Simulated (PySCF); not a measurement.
## Tl2 at several levels of theory

Computed with PySCF 2.14.0 (density fitting, no spin-orbit coupling) at the geometry relaxed with BP86:

```xyz
2
Tl2 (triplet)
Tl    0.0000    0.0000    1.5991
Tl    0.0000    0.0000   -1.5991
```

| level | basis | state | HOMO (eV) | gap (eV) | charge on Tl1 (e) | dipole about the centre of mass (D) | largest force component (eV/Å) |
| --- | --- | --- | --- | --- | --- | --- | --- |
| BP86 | Tl def2-SVP with ECP60 | triplet | -3.29 | 0.12 | 0.00 | 0.00 | 0.00 |
| M06-L | the same | triplet | -2.99 | 0.41 | 0.00 | 0.00 | 0.05 |
| HF | the same | triplet | -4.97 | 4.86 | 0.00 | 0.00 | 0.03 |
| r2SCAN | the same | triplet | -3.39 | 0.48 | 0.00 | 0.00 | 0.13 |
| BP86 | Tl def2-TZVP with ECP60 | triplet | -3.29 | 0.12 | 0.00 | 0.00 | 0.05 |
| BP86 | Tl x2c-SVPall | triplet | -3.29 | 0.13 | 0.00 | 0.00 | 0.05 |

HOMO and gap are taken over both spins. Charges are Mulliken's, which hang on the basis. The relaxation used the grid (50, 194), these runs (75, 302) or, all-electron (x2c bases, spin-free X2C Hamiltonian), (99, 590).

Q: What does TPSSh with Tl def2-SVP with ECP60 give here?

A: state triplet, HOMO (eV) -3.35, gap (eV) 0.70, charge on Tl1 (e) 0.00, dipole about the centre of mass (D) 0.00, largest force component (eV/Å) 0.11. Time: 2 s on 2 threads of Arm Neoverse V1 (shared host), from an already converged density.

Open shells may have lower solutions than the one found.

A gap near or under zero over both spins lies within a partly filled shell and is no excitation energy.
